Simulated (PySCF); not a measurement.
Computed shifts of a molecule C₄H₄ClF, B3LYP/pcSseg-1 (PySCF), GIAO, gas phase, equivalent atoms averaged, in ppm (number of nuclei): ¹³C: 175.2 (1), 139.0 (1), 131.6 (1), 105.8 (1). ¹⁹F: -115.9 (1). ¹H: 6.28 (1), 6.05 (1), 5.26 (1), 4.82 (1). References: ¹³C against TMS (σ = 181.3 ppm); ¹⁹F against CFCl3 (σ = 161.7 ppm); ³⁵Cl against HCl (σ = 933.3 ppm); ¹H against TMS (σ = 31.68 ppm), references at their B3LYP-D3(BJ)/def2-TZVP geometries, non-relativistic (without spin–orbit terms, shifts of atoms bonded to Cl or Br come out too high). Geometry: B3LYP-D3(BJ)/def2-SVP. Other conformers were not sampled.

Problem. Which structure fits?
A. F[C@@H]1CC=C1Cl
B. C=C(F)/C=C\Cl
C. FC1=C(Cl)CC1
D. C=C(F)C(=C)Cl

Solution. B, C=C(F)/C=C\Cl
